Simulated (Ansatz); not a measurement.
Geometry optimisation, RKS B3LYP/cc-pVDZ (Ansatz).

input.yaml

```yaml
crystal:
  periodic: [false, false, false]
  atoms:
    - { symbol: Si, position_ang: [0.037793, 0.008042, 0.21139] }
    - { symbol: H, position_ang: [0.625981, -0.042569, 1.53567] }
    - { symbol: F, position_ang: [1.498848, 0.217937, -0.432546] }
    - { symbol: O, position_ang: [-0.966288, 1.325492, 0.017423] }
    - { symbol: C, position_ang: [-2.056734, 1.373958, -0.902846] }
    - { symbol: H, position_ang: [-2.967474, 0.933732, -0.455148] }
    - { symbol: H, position_ang: [-2.258984, 2.431219, -1.134441] }
    - { symbol: H, position_ang: [-1.835152, 0.84606, -1.849075] }
    - { symbol: H, position_ang: [-0.60799, -1.20697, -0.362726] }
basis:
  gaussian: { orbitals: cc-pVDZ }
hamiltonian:
  xc: b3lyp
relax:
  f_tol: 0.03
  max_steps: 50
output:
  orbitals: {}
```

Command:

```bash
$ ansatz run input.yaml --threads 2 --pin off --max-ram 3072MiB --backend cpu --events-out ev --progress --plain --runs-dir out
```

Q: Where does it end, and by what steps?

A: It converged. After 18 steps the energy has fallen by 0.324 eV; H8 moved furthest, 0.90 Å.

```tsv
step	energy less start (eV)	largest force component (eV/Å)	accepted
0	0.0000	1.665	yes
1	-0.2630	0.234	yes
2	-0.2826	0.099	yes
3	-0.2893	0.112	yes
4	-0.2956	0.169	yes
5	-0.2988	0.164	yes
6	-0.3009	0.128	yes
7	-0.3029	0.087	yes
8	-0.3042	0.176	yes
9	-0.3064	0.141	yes
10	-0.3111	0.229	yes
11	-0.3140	0.205	yes
12	-0.3170	0.135	yes
13	-0.3200	0.101	yes
14	-0.3221	0.057	yes
15	-0.3225	0.123	yes
16	-0.3235	0.047	yes
17	-0.3237	0.033	yes
18	-0.3239	0.011	yes
```

```xyz
9
Properties=species:S:1:pos:R:3
Si 0.004 -0.027 0.287
H 0.753 0.200 1.546
F 1.096 -0.169 -0.942
O -0.959 1.315 0.070
C -1.950 1.429 -0.946
H -2.538 0.499 -1.056
H -2.635 2.244 -0.664
H -1.493 1.675 -1.920
H -0.809 -1.278 0.252
```

Time of the run: 31 s on 2 threads of Arm Neoverse V2, on a shared host, peak memory 0.16 GiB.
